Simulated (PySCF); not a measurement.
Compound: C₅H₁₀SSi.
Geometry (PBE0-D3(BJ)/def2-SVP, Å), atoms numbered from 1 in this order:
```
atom  x, y, z in Å
C1    -2.3919   -0.4590    0.4360
C2    -1.2170   -0.6766   -0.4668
S3    -1.1741   -1.8764   -1.5651
C4    -0.0738    0.2806   -0.2470
C5     1.0682    0.3263   -1.2868
Si6    2.2491    0.6556    0.1510
C7     0.7343   -0.0402    1.0602
H8    -3.1266   -1.2674    0.3424
H9    -2.0635   -0.3732    1.4851
H10   -2.8771    0.4988    0.1796
H11   -0.5076    1.2908   -0.1299
H12    1.2113   -0.6814   -1.7114
H13    0.9324    1.0351   -2.1146
H14    3.5529   -0.0698    0.2389
H15    2.4799    2.1059    0.4347
H16    0.3556    0.4032    1.9911
H17    0.8229   -1.1313    1.1905
```

Level: PBE0/pcSseg-1 in PySCF, non-relativistic, on one gas-phase PBE0-D3(BJ)/def2-SVP geometry that isn't relaxed in the solvent. The solvent is an IEF-PCM continuum (cavity from Bondi-type radii × 1.2). The model holds no explicit solvent molecules, cavitation or dispersion.

```csv
run,E − E(gas) (kcal/mol),HOMO (eV),HOMO–LUMO gap (eV),dipole (D)
gas,0.00,-6.30,4.39,2.54
P,-3.49,-6.48,4.53,3.84
Q,-3.74,-6.50,4.54,3.94
```

**Question.** The runs were made in acetone and water. Which run belongs to which solvent?

**Answer.** P = acetone, Q = water. The dielectric constants are 20.49 (acetone), 78.36 (water), and the energy falls further as ε rises. In this model the ground state sees the solvent through ε alone.

**Question.** How constant is the ratio of the lowering to (ε − 1)/(2ε + 1)?

**Answer.** 
| solvent | (ε − 1)/(2ε + 1) | E − E(gas) (kcal/mol) | ratio (kcal/mol) | polarisation term (kcal/mol) |
| --- | --- | --- | --- | --- |
| acetone | 0.464 | -3.49 | -7.5 | -4.54 |
| water | 0.490 | -3.74 | -7.6 | -4.96 |

The ratio changes by +1.4 % in size from acetone to water. The polarisation term is half the interaction of the solute with the induced surface charges.
